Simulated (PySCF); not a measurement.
Compound: C4H8B2GeO.
Cartesian coordinates in Å at the PBE0-D3(BJ)/def2-SVP level; atoms count from 1:
```
atom  x, y, z in Å
Ge1    3.0770   -0.1868    0.1267
O2     1.4925   -0.9900   -0.1821
B3     0.2436   -0.4754   -0.1160
C4    -0.9655   -1.4310   -0.4454
C5    -2.2367   -0.9726   -0.3881
B6    -2.5147    0.5145   -0.0055
C7    -1.3219    1.4720    0.3383
C8    -0.0475    1.0250    0.2795
H9     3.2340    0.9770   -0.8647
H10    4.1105   -1.2904   -0.1200
H11    3.0963    0.3047    1.5825
H12   -0.7622   -2.4753   -0.7213
H13   -3.0661   -1.6539   -0.6198
H14   -3.6506    0.9375    0.0196
H15   -1.5118    2.5164    0.6197
H16    0.7738    1.7200    0.5150
```

All values: PBE0/def2-SVPD (PySCF, non-relativistic), on one gas-phase PBE0-D3(BJ)/def2-SVP geometry that isn't relaxed in the solvent. The solvent is an IEF-PCM continuum (cavity from Bondi-type radii × 1.2), and excitations are vertical TDDFT with non-equilibrium linear response and a frozen core. Only the electrostatic response of the medium enters. Spin–orbit coupling is left out although an atom past zinc is present.

Gas-phase singlets (H = HOMO, L = LUMO):

| state | E (eV) | λ (nm) | f | leading configurations |
| --- | --- | --- | --- | --- |
| S1 | 3.199 | 388 | 0.000 | H-1→L 96% |
| S2 | 3.456 | 359 | 0.003 | H→L 96% |
| S3 | 4.337 | 286 | 0.001 | H-3→L 97% |
| S4 | 4.999 | 248 | 0.000 | H-4→L 91% |
| S5 | 5.050 | 246 | 0.239 | H-2→L 90% |

Q: How does the list change in benzene (ε = 2.271)?

A: 
```
state  E (eV)  λ (nm)      f  leading configurations  change by rank (eV)
   S1   3.171     391  0.000               H-1→L 95%               -0.028
   S2   3.438     361  0.005                 H→L 96%               -0.018
   S3   4.350     285  0.002               H-3→L 97%               +0.013
   S4   4.956     250  0.332               H-2→L 93%               -0.043
   S5   4.964     250  0.001     H-4→L 88%, H-6→L 9%               -0.086
```

Q: How do the frontier levels move from gas to benzene?

A: 
```
orbital  gas (eV)  solvent (eV)  change (eV)
 LUMO+2      0.09          0.08        -0.01
 LUMO+1     -0.19         -0.04        +0.15
   LUMO     -2.94         -2.95        -0.01
   HOMO     -7.53         -7.55        -0.02
 HOMO-1     -7.67         -7.66        +0.01
 HOMO-2     -8.70         -8.70         0.00
 HOMO-3     -8.89         -8.92        -0.03
```

The HOMO–LUMO gap goes from 4.59 to 4.60 eV.
